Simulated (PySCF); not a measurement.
diboron tetrachloride (B2Cl4), singlet, geometry from GFN2-xTB.

PySCF was given this input:
```python
from pyscf import gto, scf, mcscf
import numpy

mol = gto.Mole()
mol.atom = '''
    Cl   -1.70370372   -1.22468155    0.90502736
    B    -0.84489630   -0.08721974   -0.05878929
    Cl   -1.77666816    0.86539826   -1.14719741
    B     0.84489630    0.08721974    0.05878929
    Cl    1.91746002   -0.83609144   -0.91968689
    Cl    1.56291186    1.19537473    1.16185695
'''
mol.basis = 'sto-3g'
mol.verbose = 4
mol.build()

mf = scf.RHF(mol)
mf.kernel()
mc = mcscf.CASSCF(mf, 6, 6)
mc.fix_spin_(ss=0.0)
mc = mc.newton()
mc.kernel()
occ = numpy.linalg.eigvalsh(mc.fcisolver.make_rdm1(mc.ci, mc.ncas, mc.nelecas))[::-1]
ss = mc.fcisolver.spin_square(mc.ci, mc.ncas, mc.nelecas)[0]
print('natural occupations', occ.round(4), ' <S^2>', round(ss, 4))
```

Problem. What does this run give for the total energy, natural occupations of the active orbitals, SCF-reference HOMO energy, SCF-reference HOMO-LUMO gap, nuclear repulsion energy, SCF-reference dipole moment?

Solution. 
```
Quantity                                                                 Value
------------------------------------------  ----------------------------------
total energy                                                     -1867.2432 Eh
natural occupations of the active orbitals  1.99, 1.99, 1.98, 0.02, 0.01, 0.01
SCF-reference HOMO energy                                            -10.54 eV
SCF-reference HOMO-LUMO gap                                           14.72 eV
nuclear repulsion energy                                           427.0998 Eh
SCF-reference dipole moment                                             0.00 D
```
